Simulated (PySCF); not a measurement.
A structure optimised at PBE0-D3(BJ)/def2-SVP, used in a PySCF frequency run:

```xyz
7

C      0.2541     2.0281     0.0000
Si    -0.5147     0.3215     0.0000
Cl     0.1305    -0.6991    -1.6865
Cl     0.1305    -0.6991     1.6865
H      1.3516     1.9289     0.0000
H     -0.0542     2.5855    -0.8967
H     -0.0542     2.5855     0.8967
```
Charge 0, spin multiplicity 2.

### Question
Write its SMILES, formula and point group.

### Answer
C[Si](Cl)Cl, CH3Cl2Si, Cs

### Question
What are its rotational constants (standard atomic weights)?

### Answer
4.4048, 2.3565, 1.6472 GHz
